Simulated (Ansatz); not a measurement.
Consider the cleavage of the Al–P bond: `[F][AlH][PH2]` + `N[SiH2]N` → `N[SiH2][NH][AlH][F]` + PH₃.

Calculated with Ansatz (gas phase, PBE0-D4/def2-TZVP geometries, no zero-point term in ΔE). CBS: MP2 limit from def2 TZ/QZ plus the TZ coupled-cluster correction, frozen cores. This one scheme is used for every species. DFT in def2-TZVPP. One conformer a species, not always the lowest.

| level | ΔE (kJ/mol) |
| --- | --- |
| ωB97X-V | -57.2 |
| r2SCAN | -53.9 |
| SCS-MP2/def2-QZVPP | -63.6 |
| CCSD/CBS(def2) | -58.2 |

Problem. What does CCSD(T)/CBS give? (Best estimate.)

Solution. Ansatz gave: -57.3 kJ/mol. The listed levels differ from it by 0.1, 3.4, -6.3, -0.9 kJ/mol.

Largest T1 diagnostic among the species: 0.014.

The D4 term adds −3.2 kJ/mol with B3LYP and −1.9 kJ/mol with PBE0; it sums over pairs of atoms, weighted by their polarisabilities, and B3LYP, whose exchange is more repulsive, gets the larger term.

B3LYP here is the variant with VWN-RPA as its local correlation; programs differ in this.
